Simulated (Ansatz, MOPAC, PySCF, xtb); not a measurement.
Noncovalent pair: GeH4 (SMILES [GeH4]) (first 5 atoms) with CH6Si (SMILES C[SiH3]); geometry from B3LYP-D3(BJ)/def2-TZVP, rigid monomers moved along the line of their centres of mass till Ge1···H10 is 2.91 Å.
(charge 0, multiplicity 1):
```xyz
13

Ge     0.1870    -0.1501     0.2054
H      0.7029    -1.1953     1.2046
H      0.8688    -0.3583    -1.1547
H      0.4969     1.2577     0.7319
H     -1.3327    -0.3117     0.0450
C     -1.2587     0.3145     3.5921
Si     0.4925    -0.0857     4.1348
H     -1.4213     1.3934     3.5672
H     -1.9840    -0.1206     4.2822
H     -1.4667    -0.0814     2.5970
H      1.4825     0.5698     3.2477
H      0.7294    -1.5491     4.0987
H      0.7225     0.3910     5.5208
```

Counterpoise-corrected where a basis set is named; no monomer relaxation. Rows marked so take none.

Rows in LANL2DZ carry no dispersion term and start afresh at each structure. LANL2DZ brings its own core potentials from Na on. The state reached by PM3 isn't checked.

Run with Ansatz (Gaussian basis) for Hartree–Fock, density functionals and correlated methods; MOPAC for PM3 (differences of heats of formation); PySCF for LANL2DZ rows, the dispersion terms; xtb for the GFN methods. Each number belongs to the level named beside it.

Task: One of these levels gives 0.93 kcal/mol for the interaction energy. Which?
(A) PM3
(B) B3LYP-D4/def2-TZVPPD
(C) GFN1-xTB
(D) B3LYP/LANL2DZ (no counterpoise)

Result: A, PM3. The others give -4.63 (GFN1-xTB), 2.33 (B3LYP/LANL2DZ (no counterpoise)), -0.69 (B3LYP-D4/def2-TZVPPD)

Ansatz is a quantum-chemistry and plane-wave program.
